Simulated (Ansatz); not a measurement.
**Question.** Name a neutral molecule of B, C, Cl, F and H with zero-point energy (PBE0-D4/def2-TZVP) between 192 and 208 kJ/mol and HOMO energy (PBE/def2-TZVPP) between -7.70 and -7.40 eV (Ansatz, PBE0-D4/def2-TZVP geometry).

**Answer.** `CCB(F)Cl` (192.9 kJ/mol, -7.56 eV). Other molecules can fit too; these were computed, each in one conformer that needn't be the lowest.
